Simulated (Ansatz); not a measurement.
One change: `ClB1[SiH2]S1` becomes `NB1[SiH2]S1`.

Ansatz, PBE0-D4/def2-TZVP geometries, multiplicity 1. Each molecule was computed in one conformer, which needn't be the lowest.

| property | `ClB1[SiH2]S1` |
| --- | --- |
| HOMO–LUMO gap (B3LYP/def2-TZVPP) / eV | 5.22 |
| LUMO energy (B3LYP/def2-TZVPP) / eV | -1.88 |
| HOMO–LUMO gap (PBE/def2-TZVPP) / eV | 3.58 |
| HOMO–LUMO gap (ωB97M-V/def2-TZVPP) / eV | 9.65 |
| LUMO energy (PBE/def2-TZVPP) / eV | -2.63 |
| HOMO energy (PBE/def2-TZVPP) / eV | -6.21 |

Problem. What does the change do to each property? (Estimate.)

Solution. Computed: 
```json
{"property": "HOMO–LUMO gap (B3LYP/def2-TZVPP) / eV", "`NB1[SiH2]S1`": "6.23", "shift": "1.01"}
{"property": "LUMO energy (B3LYP/def2-TZVPP) / eV", "`NB1[SiH2]S1`": "-0.49", "shift": "1.39"}
{"property": "HOMO–LUMO gap (PBE/def2-TZVPP) / eV", "`NB1[SiH2]S1`": "4.61", "shift": "1.03"}
{"property": "HOMO–LUMO gap (ωB97M-V/def2-TZVPP) / eV", "`NB1[SiH2]S1`": "10.50", "shift": "0.85"}
{"property": "LUMO energy (PBE/def2-TZVPP) / eV", "`NB1[SiH2]S1`": "-1.24", "shift": "1.39"}
{"property": "HOMO energy (PBE/def2-TZVPP) / eV", "`NB1[SiH2]S1`": "-5.86", "shift": "0.35"}
```

With PBE0 the HOMO rises by 0.38 eV and the LUMO rises by 1.40 eV, so the gap widens by about 1.02 eV. PBE moves the HOMO by 0.35 eV and ωB97M-V by 0.36 eV. The zero-point energy changes by 68.5 kJ/mol with +6 modes.

B3LYP here is the variant with VWN-RPA as its local correlation; programs differ in this.
